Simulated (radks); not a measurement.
I2.75+, configuration [Kr] 4d10 5s(up 1, down 0.25) 5p3 (fractional occupations, a model configuration).

Calculated with a radial shooting solver on a logarithmic mesh with Libxc functionals: scalar-relativistic Kohn-Sham, PBEsol, spin-polarised, spherical densities, point nucleus; open shells are filled with parallel spins first (spin-orbit coupling, left out, can overturn this in heavy ions).

Energy parts (eV):
part                       energy
total                 -193508.378
kinetic                203110.749
electron-nucleus      -466823.832
Hartree                 75026.737
exchange-correlation    -4822.032

Orbitals (lengths in bohr, moments of r in powers of bohr; r(max) is where P^2 peaks; r(90%) holds 90 % of the orbital's charge):
| orbital | occ. | eigenvalue (eV) | r(max) | <r^4> | <1/r> | r(90%) |
|---|---|---|---|---|---|---|
| 1s up | 1 | -32999.33 | 0.01754 | 2.645e-06 | 56.82 | 0.0490 |
| 1s down | 1 | -32999.14 | 0.01754 | 2.645e-06 | 56.82 | 0.0490 |
| 2s up | 1 | -5124.399 | 0.09915 | 0.0004507 | 13.02 | 0.181 |
| 2s down | 1 | -5124.308 | 0.09915 | 0.0004507 | 13.02 | 0.181 |
| 2p up | 3 | -4603.176 | 0.07949 | 0.0003258 | 12.45 | 0.167 |
| 2p down | 3 | -4603.037 | 0.07949 | 0.0003258 | 12.45 | 0.167 |
| 3s up | 1 | -1058.216 | 0.2858 | 0.01937 | 4.665 | 0.462 |
| 3s down | 1 | -1058.056 | 0.2858 | 0.01936 | 4.665 | 0.462 |
| 3p up | 3 | -889.3355 | 0.2795 | 0.02034 | 4.436 | 0.469 |
| 3p down | 3 | -889.1596 | 0.2795 | 0.02033 | 4.436 | 0.468 |
| 3d up | 5 | -636.2409 | 0.2317 | 0.01776 | 4.199 | 0.453 |
| 3d down | 5 | -636.0760 | 0.2317 | 0.01775 | 4.199 | 0.453 |
| 4s up | 1 | -210.5283 | 0.6802 | 0.5636 | 1.888 | 1.07 |
| 4s down | 1 | -210.1672 | 0.6804 | 0.5601 | 1.889 | 1.07 |
| 4p up | 3 | -157.5543 | 0.7147 | 0.7790 | 1.729 | 1.16 |
| 4p down | 3 | -157.1495 | 0.7149 | 0.7676 | 1.731 | 1.15 |
| 4d up | 5 | -80.3390 | 0.7778 | 1.670 | 1.443 | 1.40 |
| 4d down | 5 | -79.6438 | 0.7771 | 1.577 | 1.454 | 1.38 |
| 5s up | 1 | -45.7413 | 1.660 | 20.40 | 0.7108 | 2.62 |
| 5s down | 0.25 | -42.1479 | 1.637 | 20.52 | 0.7192 | 2.63 |
| 5p up | 3 | -33.6090 | 1.889 | 36.28 | 0.6119 | 3.03 |
| 5p down | 0 | -29.9172 | 1.879 | 39.18 | 0.6086 | 3.09 |

The highest occupied level is 5p up at -33.609 eV. Summed over all electrons, <r^2> = 36.90 bohr^2, which gives a Langevin (diamagnetic) susceptibility term of -29.2 x 10^-6 cm^3/mol. The density falls to 0.001 e/bohr^3 at r = 3.73 bohr.
